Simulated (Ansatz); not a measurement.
System: SbF₂ (charge 0, doublet). It need not be the lowest isomer of its formula. 
Geometry from a B3LYP-D3(BJ)/def2-TZVP (Ansatz, an electronic-structure program) optimisation:
SMILES: [F][Sb][F]
```xyz
3

Sb    -0.1525    -0.1203     0.2760
F     -0.4218     1.4749    -0.7593
F      1.2858    -0.7931    -0.8046
```
Charge 0, spin multiplicity 2.

Property: vertical ionisation energy (to the singlet state of charge +1; each state is the SCF solution reached for its spin), in eV. Cores are frozen in the correlated levels unless marked. UHF or UKS for open shells. Spin-orbit coupling is left out. Frozen are the shells of the preceding noble gas and the d and f shells that filled before the atom's block. Past Kr the def2 sets carry scalar-relativistic core potentials. Basis-set limits of correlation are two-point, X^-3; Hartree-Fock from the larger set. [CCSD(T)-MP2]/basis is that difference in the basis named.

```
level                                                          program  vertical ionisation energy (eV)
-------------------------------------------------------------  -------  -------------------------------
B3LYP/def2-TZVPD                                                Ansatz                              ___
BHLYP/def2-TZVPD                                                Ansatz                              ___
CAM-B3LYP/def2-TZVPD                                            Ansatz                             8.96
wB97X-V/def2-TZVPD                                              Ansatz                             8.81
B2PLYP/def2-TZVPD                                               Ansatz                              ___
SCS-MP2/def2-SVPD                                               Ansatz                             8.58
RI-MP2/CBS(def2-TZVPPD,def2-QZVPPD)+[CCSD(T)-MP2]/def2-TZVPPD   Ansatz                             8.77
```

Question: What belongs in the gaps?

Answer: 
- B3LYP/def2-TZVPD, vertical ionisation energy (eV): 8.83
- BHLYP/def2-TZVPD, vertical ionisation energy (eV): 8.98
- B2PLYP/def2-TZVPD, vertical ionisation energy (eV): 8.71
